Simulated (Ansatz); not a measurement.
A nudged elastic band was laid between two geometries of C₂H₄BS (8 atoms, charge -1, multiplicity 1).

All numbers below come from RKS BHLYP-D4/6-31G* in Ansatz 0.2.0.

```json
{
 "movable images": "5",
 "climbing image": "yes",
 "spring": "5.0 eV/Å²",
 "optimiser": "quadratic models (default)",
 "start path": "through a guess of the saddle point",
 "force threshold": "0.05 eV/Å",
 "iteration limit": "60",
 "end points": "relaxed"
}
```

Image 0:

```xyz
8
Properties=species:S:1:pos:R:3
B -0.332 1.452 0.756
S 1.002 1.070 -0.310
C 1.310 -0.758 -0.476
C 0.175 -1.433 -0.693
H -1.004 0.611 1.272
H -0.540 2.604 1.013
H 0.226 -2.516 -0.798
H -0.838 -1.030 -0.763
```

Image 6:

```xyz
8
Properties=species:S:1:pos:R:3
B -0.332 1.452 0.756
S 1.001 1.070 -0.310
C 1.310 -0.758 -0.475
C 0.175 -1.433 -0.693
H -0.539 2.604 1.013
H -1.003 0.612 1.273
H 0.226 -2.517 -0.797
H -0.838 -1.030 -0.765
```

(1) Which bonds break or form, and what moves?

(2) Give the energies along the band, and the barrier.

(3) What is the geometry of the highest image?

(4) What are the harmonic wavenumbers there?

The band took 18 iterations and roughly 4 core-minutes.

Results:

(1) No bond is made or broken. The dihedral H6–B1–S2–C3 goes from 174 to -3°. The two ends are copies of one structure, up to a mirror image or an exchange of like atoms.

(2) The forces met the threshold. The highest image is number 3 of 0 to 6, 0.69 eV above the ends, which have the same energy within 2 meV. A vibrational analysis at the climbing image gives one clearly imaginary mode, 327i cm⁻¹: a first-order saddle point. Limits of this set-up: an anion without diffuse functions, the dipole of an ion depends on the origin.

```
image  path coordinate (Å)  energy (eV)  dihedral H6–B1–S2–C3 (°)
    0                 0.00         0.00                       174
    1                 0.99         0.18                      -164
    2                 1.98         0.55                      -129
    3                 2.96         0.69                       -83
    4                 3.61         0.46                       -52
    5                 4.26         0.11                       -23
    6                 4.90         0.00                        -3
```

(3) 
```xyz
8
Properties=species:S:1:pos:R:3
B -0.194 1.214 0.796
S 1.355 1.186 -0.101
C 1.146 -0.853 -0.091
C 0.029 -1.196 -0.752
H -0.227 1.333 1.992
H -1.256 1.155 0.246
H -0.144 -2.267 -0.852
H -0.709 -0.571 -1.239
```

(4) 327i, 136, 263, 299, 407, 692, 847, 868, 903, 1000, 1056, 1300, 1432, 1651, 2585, 2641, 3144, 3229 cm⁻¹.

Time of the run: 4.2 min on 1 thread of Arm Neoverse V1, with other jobs on the host, peak memory 0.14 GiB.
